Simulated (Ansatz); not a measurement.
```xyz
10

C    -1.126   -0.239   -1.012
Si    0.431    0.434   -0.261
N     1.241   -0.577    0.872
P     0.775    0.849    1.853
H    -0.890   -0.895   -1.854
H    -1.682   -0.811   -0.268
H    -1.759    0.572   -1.380
H     1.255    1.208   -1.223
H     2.206   -0.863    0.906
H    -0.451    0.322    2.365
```

The species carries charge 0 and has multiplicity 1.

(1) List the CAM-B3LYP/def2-TZVPP orbital energies in eV (Ansatz 0.2.0). (Estimate.)

Results:

(1) Computed: Occupied: -2098.78, -1801.24, -391.01, -278.65, -179.98, -145.77, -130.00, -129.91, -129.86, -101.13, -101.10, -101.06, -25.57, -21.55, -18.40, -15.78, -13.91, -13.23, -13.06, -12.18, -10.86, -10.31, -8.25, -8.10. Lowest empty: 0.91, 1.09, 1.82, 2.13, 2.91, 3.22, 3.61, 3.70.
